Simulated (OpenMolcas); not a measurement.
**Pd2+: effect of the metal basis**

Pd2+ with its 6 nearest fluoride ions at 2.12 Å, on the Zn site of KZnF3 (a = 4.054 Å, distance in the model lattice 2.027 Å). The rest of the host is ab initio model potentials to 7.6 Å and point charges beyond; the distance is set by hand and nothing relaxes.

| Property | Result |
| --- | --- |
| Program | OpenMolcas 26.06 |
| Method | CASSCF |
| Spin-orbit coupling | RASSI with atomic mean-field integrals over the reference wave functions |

Fixed: ligand basis ANO-RCC-VDZP, active space 8 electrons in 5 orbitals (4d), DKH2 Hamiltonian.

States (labels of O, the rotations of Oh). Energies in cm-1 above the lowest state or level, χT in cm3 K/mol; 10Dq and B are least-squares fits to the states below 45000 cm-1, weighted by degeneracy, with a free offset, and given where the rms deviation is under 5 % of |10Dq| (or 100 cm-1) and under 700 cm-1.

```json
{"Run": "A", "Metal basis": "ANO-RCC-VDZP", "Ground state": "3A2", "First state of that spin": "3T2 13453", "10Dq": "13515", "B (rms of fit)": "872 (79)", "First gap with spin-orbit (degeneracies)": "11760 (3, 2)", "χT at 300 K": "1.414", "First state of another spin": "1E 13659", "Cost": "roughly 16 core-seconds"}
{"Run": "B", "Metal basis": "ANO-RCC-VTZP", "Ground state": "3A2", "First state of that spin": "3T2 12923", "10Dq": "12948", "B (rms of fit)": "887 (62)", "First gap with spin-orbit (degeneracies)": "11538 (3, 2)", "χT at 300 K": "1.421", "First state of another spin": "1E 13908", "Cost": "roughly 28 core-seconds"}
```

Against A, |10Dq| changes by -4.2 % in B.

Costs are those of the RASSCF and RASSI steps.

Without dynamic correlation the repulsion within the d shell is too large (B by tens of per cent), so at a given field states of lower spin stand too high. Real 4d8 and 5d8 ions are as a rule square planar and diamagnetic. With metal d orbitals alone the field can be off either way by tens of per cent. Ligand-to-metal charge-transfer states are missing. With no ligand orbital active B as a rule stays too high, so bands that hang on it stand too high and its fall with covalency is understated. No measured value stands beside these numbers; the geometry was set by hand and not optimised.
